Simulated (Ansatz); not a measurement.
**Reading a saddle point**

A first-order saddle point of AlH2F3, singlet, PBE0-D4/def2-TZVP, with one imaginary mode of 628i cm⁻¹:

Al1  (0.024, -0.501, 0.138)
F2  (-0.911, 1.107, -0.135)
F3  (-0.456, -1.616, -0.959)
F4  (0.077, -0.850, 1.735)
H5  (0.107, 1.262, -0.380)
H6  (1.159, 0.598, -0.399)
(Å)

Computed with Ansatz 0.2.0 (basis: def2-TZVPP and def2-QZVPP); correlated methods freeze the cores. Extrapolation: Hartree–Fock as exp(−7.88 √X), correlation as X^−2.97.

Problem. Which contacts change along the imaginary mode, and what lies on either side? (A judgement: the text doesn't fix the answer.)

Solution. The calculation gives: The step is AlF₃ ([F][Al]([F])[F]) + H₂ → AlHF₂ ([F][AlH][F]) + HF (still joined by a long Al–F bond), with the molecules in contact on both sides. Shortening one way: Al1–H6, F2–H5; lengthening the same way: Al1–F2, H5–H6.
```csv
pair,one side (Å),saddle (Å),other side (Å)
Al1–H6,2.14,1.67,1.57
F2–H5,2.47,1.06,0.93
Al1–F2,1.64,1.88,2.04
H5–H6,0.76,1.24,2.53
```

Problem. Which side is lower, and how far does the saddle lie above each? (An estimate is asked for; the value comes from the calculation.)

Solution. By the calculation: The side with Al1–F2, H5–H6 short is lower by 120.6 kJ/mol; the saddle lies 147.3 kJ/mol above it and 26.6 kJ/mol above the other (CCSD(T) at an estimated basis limit (MP2 extrapolated from triple and quadruple zeta, plus CCSD(T) − MP2 in triple zeta); electronic energies).

T1 diagnostic: at most 0.013.

Labels in which every atom is bracketed show which atoms are joined, not bond orders.

For scale, one of the runs: CCSD(T)/def2-TZVPP, 163 basis functions, launched by `ansatz run in.yaml --threads 2 --pin off --events-out ev --progress --plain --max-ram 4352MiB`. The run took 13 s on 2 CPU threads of an Intel Xeon 6975P-C (shared host), with 1.4 GiB of host memory at its peak.
